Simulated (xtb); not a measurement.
CH$_{3}$Cl$_{3}$Si, singlet, at a GFN2-xTB geometry; xtb 6.7.1 with GFN0-xTB with ALPB(water).

Here is a job for xtb.
```
$ xtb mol.xyz --gfn 0 --alpb water --json

# file mol.xyz
8

C     -2.08539302    -0.43002418     0.05735758
Si    -0.22565362    -0.04653152     0.00620648
Cl     0.68040569    -1.19502435    -1.39062803
Cl     0.06775652     1.90072752    -0.45554951
Cl     0.60976201    -0.42568869     1.80882858
H     -2.26630565    -1.46926637     0.31744164
H     -2.59468576     0.18660249     0.79274175
H     -2.55221147    -0.24599592    -0.90628735
```

What the program printed (banner, timings and long lists left out):

```
   ID    Z sym.   atoms
    1    6 C      1
    2   14 Si     2
    3   17 Cl     3-5
    4    1 H      6-8

           -------------------------------------------------
          |                Calculation Setup                |
           -------------------------------------------------

           -------------------------------------------------
          |                 G F N 0 - x T B                 |
           -------------------------------------------------

      * Solvation model:               ALPB
        Solvent                        water
        Parameter file                 internal GFN-FF/ALPB
        Dielectric constant                8.0200E+01
        Reference state                gsolv [1 M gas/solution]
        Free energy shift                  3.6494E-04 Eh       2.2900E-01 kcal/mol
        Temperature                        2.9815E+02 K
        Density                            1.0000E+00 kg/L
        Solvent mass                       1.8000E+01 g/mol
        Interaction kernel             P16
        Born radius scaling (c1)           1.5056E+00
        Born radii integrator          GBOBC
        Born offset                        0.0000E+00 a0       0.0000E+00 AA
        H-bond correction              true
        Ion screening                  false
        Surface tension                    1.0000E-05 Eh       1.5569E+01 dyn/cm
        Grid points                               230 per atom

          ...................................................
          :                      SETUP                      :
          :.................................................:
          :  # basis functions                  50          :
          :  # atomic orbitals                  46          :
          :  # shells                           20          :
          :  # electrons                        32          :
          :  electronic temp.          300.0000000     K    :
          :  accuracy                    1.0000000          :
          :  -> integral cutoff          0.2500000E+02      :
          :  -> integral neglect         0.1000000E-07      :
          ...................................................

         :::::::::::::::::::::::::::::::::::::::::::::::::::::
         ::                     SUMMARY                     ::
         :::::::::::::::::::::::::::::::::::::::::::::::::::::
         :: total energy             -18.541291880854 Eh    ::
         :: total w/o Gsasa/hb       -18.540044630392 Eh    ::
         :: gradient norm              0.038714313431 Eh/a0 ::
         :: HOMO-LUMO gap              6.134075980045 eV    ::
         ::.................................................::
         :: H0 energy                -18.525448009676 Eh    ::
         :: repulsion energy           0.104699575032 Eh    ::
         :: electrostat energy        -0.117600448190 Eh    ::
         :: -> Gsolv                   0.000000000000 Eh    ::
         ::    -> Gsasa               -0.001612189717 Eh    ::
         ::    -> Gshift               0.000364939255 Eh    ::
         :: dispersion energy         -0.002942998019 Eh    ::
         :: short-range corr.          0.000000000000 Eh    ::
         :: add. restraining           0.000000000000 Eh    ::
         :: total charge               0.000000000000 e     ::
         :::::::::::::::::::::::::::::::::::::::::::::::::::::

           -------------------------------------------------
          |                Property Printout                |
           -------------------------------------------------

    * Orbital Energies and Occupations

         #    Occupation            Energy/Eh            Energy/eV
      -------------------------------------------------------------
         1        2.0000           -0.9722605             -26.4566
       ...           ...                  ...                  ...
         4        2.0000           -0.6263208             -17.0431
         5        2.0000           -0.5557218             -15.1220
         6        2.0000           -0.5278444             -14.3634
         7        2.0000           -0.5278401             -14.3633
         8        2.0000           -0.4748772             -12.9221
         9        2.0000           -0.4748771             -12.9221
        10        2.0000           -0.4680695             -12.7368
        11        2.0000           -0.4598703             -12.5137
        12        2.0000           -0.4598701             -12.5137
        13        2.0000           -0.4466180             -12.1531
        14        2.0000           -0.4466177             -12.1531
        15        2.0000           -0.4432017             -12.0601
        16        2.0000           -0.4360516             -11.8656 (HOMO)
        17                         -0.2106285              -5.7315 (LUMO)
        18                         -0.2106282              -5.7315
        19                         -0.1881560              -5.1200
        20                         -0.1573782              -4.2825
        21                         -0.1047748              -2.8511
        22                         -0.1047695              -2.8509
        23                         -0.0997391              -2.7140
        24                         -0.0754342              -2.0527
        25                         -0.0754341              -2.0527
        26                         -0.0644012              -1.7524
        27                         -0.0639497              -1.7402
       ...                                ...                  ...
        46                          0.7115421              19.3620
      -------------------------------------------------------------
                  HL-Gap            0.2254231 Eh            6.1341 eV
             Fermi-level            0.0000000 Eh            0.0000 eV

     #   Z          covCN         q      C6AA      α(0)
     1   6 C        3.650    -1.085    64.468    11.660
     2  14 Si       3.287     0.689   150.710    24.203
     3  17 Cl       0.813    -0.280   105.929    15.732
     4  17 Cl       0.813    -0.280   105.931    15.732
     5  17 Cl       0.813    -0.280   105.930    15.732
     6   1 H        0.925     0.412     0.455     1.055
     7   1 H        0.925     0.412     0.454     1.054
     8   1 H        0.925     0.412     0.455     1.055

 Mol. C6AA /au·bohr⁶  :       2800.607011
 Mol. C8AA /au·bohr⁸  :     123423.272767
 Mol. α(0) /au        :         86.223727

Wiberg/Mayer (AO) data.
largest (>0.10) Wiberg bond orders for each atom

 ---------------------------------------------------------------------------
     #   Z sym  total        # sym  WBO       # sym  WBO       # sym  WBO
 ---------------------------------------------------------------------------
     1   6 C    3.895 --     7 H    0.960     6 H    0.960     8 H    0.960
                             2 Si   0.949
     2  14 Si   4.026 --     4 Cl   1.003     5 Cl   1.003     3 Cl   1.003
                             1 C    0.949
     3  17 Cl   1.087 --     2 Si   1.003
     4  17 Cl   1.087 --     2 Si   1.003
     5  17 Cl   1.087 --     2 Si   1.003
     6   1 H    0.985 --     1 C    0.960
     7   1 H    0.985 --     1 C    0.960
     8   1 H    0.985 --     1 C    0.960
 ---------------------------------------------------------------------------

Topologies differ in total number of bonds
Writing topology from bond orders to xtbtopo.mol

 dipole moment from electron density (au)
     X       Y       Z
  -0.5647  -0.1165   0.0155  total (Debye):    1.466

           -------------------------------------------------
          | TOTAL ENERGY              -18.541291880854 Eh   |
          | GRADIENT NORM               0.038714313431 Eh/α |
          | HOMO-LUMO GAP               6.134075980045 eV   |
           -------------------------------------------------

normal termination of xtb
```
